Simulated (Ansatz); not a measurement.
`[SiH3][SnH3]` → `[SiH3]`• + `[SnH3]`• at 700 K and 1 bar (homolysis of the Si–Sn bond).

Gas-phase electronic energies from Ansatz, PBE0-D4/def2-TZVP geometries. CCSD(T)/CBS adds triple-zeta CCSD(T) − MP2 to the extrapolated MP2 energy (def2 sets, frozen cores). This one scheme is used for every species. Open shells (•) are unrestricted, without spin–orbit coupling. Elements past krypton have def2 core potentials. For Sn outer-core shells are correlated without core-valence functions, which leaves a few kJ/mol of doubt a bond.

```json
{"species": "`[SiH3][SnH3]`", "CCSD(T)/CBS energy (Eh)": "-506.68362", "H − E (kJ/mol)": "179.7", "S (J/(mol·K))": "401.7"}
{"species": "`[SiH3]`•", "CCSD(T)/CBS energy (Eh)": "-290.80808", "H − E (kJ/mol)": "86.0", "S (J/(mol·K))": "258.6"}
{"species": "`[SnH3]`•", "CCSD(T)/CBS energy (Eh)": "-215.76138", "H − E (kJ/mol)": "79.0", "S (J/(mol·K))": "285.2"}
```

H − E and S are ideal-gas, rigid-rotor, harmonic terms from PBE0-D4/def2-TZVP, with the whole ground term of open shells counted as degenerate. 1 Eh = 2625.50 kJ/mol, R = 8.31446 J/(mol·K).

Problem. By hand: ΔE, ΔH, ΔS and ΔG.

Solution. ΔE = (-290.80808) + (-215.76138) − (-506.68362) = 0.11416 Eh = 299.7 kJ/mol. Δ(H − E) = 86.0 + 79.0 − 179.7 = -14.7, so ΔH = 285.0 kJ/mol. ΔS = 258.6 + 285.2 − 401.7 = 142.1 J/(mol·K). ΔG = 285.0 − 700 × (142.1)/1000 = 185.5 kJ/mol.

Problem. By hand: the equilibrium constant, and the temperature at which ΔG would vanish if ΔH and ΔS stayed fixed.

Solution. log₁₀ K = −ΔG/(RT ln 10) = -13.8. ΔG = 0 at ΔH/ΔS = 2006 K.

The number of gas molecules changes by +1, which sets the sign of ΔS. A doubt of 5 kJ/mol in ΔE shifts log₁₀ K by 0.4 here. These are equilibria of isolated gas molecules and say nothing of rates. Largest T1 diagnostic: 0.015 (customary marks: 0.02 for closed shells, 0.045 for open ones).
